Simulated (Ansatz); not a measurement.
Born–Oppenheimer molecular dynamics of H₅OSbSi (8 atoms, charge 0, multiplicity 1). It starts from a relaxed structure.

These are results of Ansatz 0.2.0, RHF/def2-SVP, not measurements.

```yaml
ensemble: NVE (velocity Verlet)
time_step: 0.5 fs
steps_asked: 150
starting_velocities_drawn_for: 1000 K
masses: H 10 u
seed: 550395
```

First frame:

```xyz
8
Properties=species:S:1:pos:R:3
Si -0.754 0.941 -0.452
O 0.561 -0.002 -0.693
Sb 1.666 -1.416 0.106
H -1.954 0.115 -0.162
H -1.015 1.750 -1.663
H -0.544 1.859 0.697
H 1.666 -0.777 1.691
H 0.374 -2.470 0.476
```

Question: How far do the bonds stretch over the last three quarters of this one trajectory? (Pairs bonded in most of those frames.)

Answer: 
```
  bond  mean (Å)  spread (Å)  shortest  longest
Si1–O2     1.649       0.029      1.60     1.70
Si1–H4     1.508       0.053      1.41     1.57
Si1–H5     1.484       0.023      1.44     1.52
Si1–H6     1.480       0.020      1.45     1.53
O2–Sb3     1.979       0.017      1.95     2.02
Sb3–H7     1.728       0.044      1.67     1.80
Sb3–H8     1.728       0.099      1.58     1.87
```

Mean temperature of the second half: 620 K. The conserved energy stayed within 0.054 meV per atom of its start (net change 0.032 meV per atom), so the integration is sound. A run of 0.075 ps of so small a system gives no equilibrium averages.

The run took 5.2 min on 1 CPU thread of a shared host.
